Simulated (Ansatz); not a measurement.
Consider the substitution at a C–S bond: `CSB(C)O` + `OC(O)[SeH]` → `C[Se]C(O)O` + `CB(O)S`.

Computed with Ansatz on PBE0-D4/def2-TZVP structures; ΔE is electronic, products minus reactants. CCSD(T)/CBS is the MP2 limit (def2-TZVPP, def2-QZVPP) plus CCSD(T) − MP2 in def2-TZVPP, frozen cores. DFT in def2-TZVPP. For Se outer-core shells are correlated without core-valence functions, which leaves a few kJ/mol of doubt a bond. Scalar relativity is left out up to krypton. One conformer a species, not always the lowest.

| level | ΔE (kJ/mol) |
| --- | --- |
| LDA (SPW92) | -14.2 |
| r2SCAN-D4 | -16.3 |
| PBE-QIDH | -22.9 |
| PBE0 | -18.9 |
| HF/def2-SVP | -27.3 |
| MP2/def2-QZVPP | -25.4 |
| HF/CBS(def2) | -25.2 |
| MP2/CBS(def2) | -24.2 |

**Question.** What does CCSD(T)/CBS give? (Estimate.)

**Answer.** Computed: -23.6 kJ/mol. The listed levels differ from it by 9.4, 7.3, 0.7, 4.7, -3.7, -1.8, -1.6, -0.6 kJ/mol.

Largest T1 diagnostic among the species: 0.012.

From BLYP to BHLYP (50 % exact exchange), in def2-TZVPP and without D4, ΔE moves by −3.5 kJ/mol. Leaving LDA and LC-ωPBE aside and taking each functional with its dispersion term where it has one, the values, not all of them listed here, spread over 7.9 kJ/mol, from ωB97X-V to revPBE-D4.
